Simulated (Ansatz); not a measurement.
Consider the cleavage of the Si–Si bond: `O[Si@@H]1[SiH2][Si@H]1[SiH3]` + `CC(=N)Cl` → `C/C(Cl)=N\[SiH3]` + `O[SiH]1[SiH2][SiH2]1`.

Calculated with Ansatz (gas phase, PBE0-D4/def2-TZVP geometries, no zero-point term in ΔE). CCSD(T)/CBS is the MP2 limit (def2-TZVPP, def2-QZVPP) plus CCSD(T) − MP2 in def2-TZVPP, frozen cores. DFT in def2-TZVPP. B3LYP here is the variant with VWN-RPA as its local correlation; programs differ in this. Each species was taken in one conformer, which may not be the lowest.

| level | ΔE (kcal/mol) | difference from CCSD(T)/CBS |
| --- | --- | --- |
| PBE-D4 | 1.6 | 3.2 |
| B3LYP-D4 | -3.0 | -1.4 |
| B2PLYP | -3.4 | -1.8 |
| PBE | 1.5 | 3.1 |
| r2SCAN | -0.8 | 0.8 |
| B3LYP | -3.3 | -1.7 |
| HF/def2-TZVPP | -6.8 | -5.2 |
| MP2/def2-TZVPP | -3.0 | -1.4 |
| SCS-MP2/def2-TZVPP | -3.8 | -2.2 |
| CCSD/def2-TZVPP | -2.3 | -0.7 |
| CCSD(T)/def2-TZVPP | -1.5 | 0.1 |
| HF/def2-QZVPP | -7.2 | -5.6 |
| MP2/def2-QZVPP | -3.3 | -1.7 |
| SCS-MP2/def2-QZVPP | -4.0 | -2.4 |
| HF/CBS(def2) | -7.2 | -5.6 |
| CCSD/CBS(def2) | -2.4 | -0.8 |
| CCSD(T)/CBS | -1.6 | 0 |

Largest T1 diagnostic among the species: 0.015.

In def2-TZVPP, CCSD(T) changes the Hartree–Fock value by +5.3 kcal/mol (the triples alone add +0.8 kcal/mol) and MP2 by +3.7 kcal/mol. From PBE to PBE0 (25 % exact exchange), in def2-TZVPP and without D4, ΔE moves by −1.1 kcal/mol.
